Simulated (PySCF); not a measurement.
## Multinuclear NMR of C$_{4}$H$_{12}$F$_{2}$OSi$_{2}$

Atom-mapped SMILES (the numbers label the heavy atoms): `[CH3:1][SiH2:2][C@@:3]([CH3:4])([SiH3:5])[O:6][CH:7]([F:8])[F:9]` (H(Xn): hydrogen on atom n). Ha(Si2) is pro-R; Hb(Si2) is pro-S.

- GFN2-xTB structure
- PBE0/pcSseg-1 with gauge-including orbitals
- code: PySCF 2.14
- no solvent model, non-relativistic Hamiltonian, rapidly exchanging positions averaged, single conformer

Question: Predict the 19F NMR data.

Answer: 
| atoms | environment | σ (ppm) | δ (ppm) |
| --- | --- | --- | --- |
| F9 | fluorine of a CF2 group | 255.4 | -69.8 |
| F8 | fluorine of a CF2 group | 265.1 | -78.6 |

Shieldings were converted by a linear fit to measured shifts: 19F (scatter 6.0 ppm rms, 7.0 ppm with the 5 outliers that the fit left out vs CFCl3, solution or neat liquid, with a term for F on sp3 carbon). Occasional misses reach two or three times the rms, and more in compound classes unlike the fitted ones.

On a 500 MHz spectrometer 19F resonates near 470.5 MHz, so 1 ppm is 470.5 Hz.

Question: Predict the 29Si NMR data.

Answer: 
```csv
atoms,environment,σ (ppm),δ (ppm)
Si2,"silicon bonded to 2 C, 2 H",381.7,-33.8
Si5,"silicon bonded to C, 3 H",416.0,-62.0
```

Shieldings were converted by a linear fit to measured shifts: 29Si: δ = 279.94 − 0.822σ (rms 8.9 ppm, 72 shifts, 25.8 ppm with the 6 outliers that the fit left out vs TMS, solution or neat liquid). A few per cent of atoms miss by over 2 rms, more outside the fitted compound classes.

On a 300 MHz spectrometer 29Si resonates near 59.6 MHz, so 1 ppm is 59.6 Hz.

Question: What are the 17O shifts?

Answer: 
```tsv
atoms	environment	σ (ppm)	δ (ppm)
O6	ether oxygen	218.7	67.5
```

Shieldings were converted by a linear fit to measured shifts: 17O: δ = 266.70 − 0.911σ (rms 10.7 ppm, 155 shifts, 12.2 ppm with the 3 outliers that the fit left out vs liquid water, solution or neat liquid). A few per cent of atoms miss by over 2 rms, more outside the fitted compound classes.

On a 300 MHz spectrometer 17O resonates near 40.7 MHz, so 1 ppm is 40.7 Hz.
